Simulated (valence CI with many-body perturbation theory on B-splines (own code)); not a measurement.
# Re⁶¹⁺: key properties

Method: relativistic CI+MBPT: four valence electrons over a frozen Dirac-Fock core [Ne], radial functions for each j: 11 s, 11 p, 9 d, 7 f, 5 g, 2 h, 1 i, with the one-electron correlation potential Σ1, the two-electron term Σ2, the three-electron term Σ3, Breit, model QED; selected CI, second order for the rest (own B-spline code, finite nucleus).

No measured spectrum was set against this ion. As an estimate, large intervals hold to a few tenths of a per cent, small ones and those within an open d or f shell to about a per cent.

Levels are named by their leading jj configuration (3d3/2^4 stands for four electrons in 3d with j = 3/2), which in mixed levels can hold well under half, so a name can repeat and another be missing.

Rates and lifetimes use the calculated energies. Strong lines usually hold to 10 to 20 %, long lifetimes can be off by a factor of two.

**Question.** What is the ground level?

**Answer.** (3s^2 3p1/2^2) J=0, composition 69 % 3s²3p² ³P + 31 % 3s²3p² ¹S.

**Question.** What are the static dipole polarisabilities of the lowest levels?

**Answer.** (3s^2 3p1/2^2) J=0 0.00212 bohr³, of which the core gives 4.18e-05.

**Question.** Where does the other parity begin?

**Answer.** At (3s 3p1/2^2 3p3/2) J=2, 543.9 eV.

**Question.** What is the ionisation energy?

**Answer.** 6811.6 eV; NIST lists 6810 ± 12 eV (theoretical).

**Question.** How well does LS coupling describe the low levels?

**Answer.** Among the lowest 20 levels the leading LS term, summed over configurations, holds 58 % on average. For single configurations the figures are 55 % in LS and 94 % in jj coupling. Terms mix most in the J = 2 level at 887.7 eV, where the leading one holds 28 %.
